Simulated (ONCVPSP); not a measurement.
**sulfur: one change to an ONCV potential, before and after**

S, optimised norm-conserving Vanderbilt (ONCV), made with ONCVPSP 4.0.1 (PBE, scalar-relativistic). Core [Ne], reference 3s2 3p4. Waves: 3s: rc 1.40 bohr, ncon 3, nbas 8, qcut 5 1/bohr, 3 projectors, debl 1.3 Ha; 3p: rc 1.45 bohr, ncon 3, nbas 7, qcut 6.7 1/bohr, 3 projectors, debl 1.8 Ha; d scattering state at 0.13 Ha: rc 1.40 bohr, ncon 3, nbas 8, qcut 7 1/bohr, local. Local part: the d channel. Core correction: polynomial model core, fcfact 0.6.

Change: p: debl 0.6.

Cutoffs: the cutoffs (Ha) at which the residual kinetic energy of the hardest occupied pseudo-wave falls to 1 and 0.1 mHa per electron; they do not see the model core or the augmentation charge, which bear on the density cutoff. Errors are all-electron minus pseudo energies relative to the spin-unpolarised reference configuration.

**Question.** Predict the effect on cutoff, ghosts and configuration errors.

**Answer.** The potential gets neither clearly harder nor softer (12 Ha and 52 Ha → 12 Ha and 52 Ha); a bound ghost appears in p, which as a rule spoils a file; the errors of the 4 common tests hardly move.

| quantity | base | changed |
| --- | --- | --- |
| cutoff, loose | 12 Ha | 12 Ha |
| cutoff, tight | 52 Ha | 52 Ha |
| bound ghosts | none | p |
| GHOST(+) flags under 300 eV | s at 183.0 eV | s at 183.0 eV |
| error for 3s2 3p3, meV [ΔE 11.77 eV] | +1.1 | +1.0 |
| error for 3s2 3p2, meV [ΔE 34.05 eV] | +13 | +13 |
| error for 3s2 3p1, meV [ΔE 68.09 eV] | +56 | +56 |
| error for 3s0 3p6, meV [ΔE 20.74 eV] | -4.7 | -5.1 |
| s: phases at 1.42 bohr within 0.05 rad from the reference energy up to (Ha; the scan ends near 5) | to the end of the scan | to the end of the scan |
| p: phases at 1.47 bohr within 0.05 rad from the reference energy up to (Ha; the scan ends near 5) | to the end of the scan | to the end of the scan |
| d: phases at 1.42 bohr within 0.05 rad from the reference energy up to (Ha; the scan ends near 5) | 3.7 | 3.7 |
| rms error of d²Exc/dni dnj with the model core, mHa | 0.30 | 0.30 |

Base: The cutoffs count occupied waves only; projector 3 of the p channel, the hardest unoccupied one, needs 33 Ha at the loose tolerance. A true bound ghost makes a file unfit for plane-wave use even where its test errors are small: the radial tests pick states by their node count and pass the ghost by.
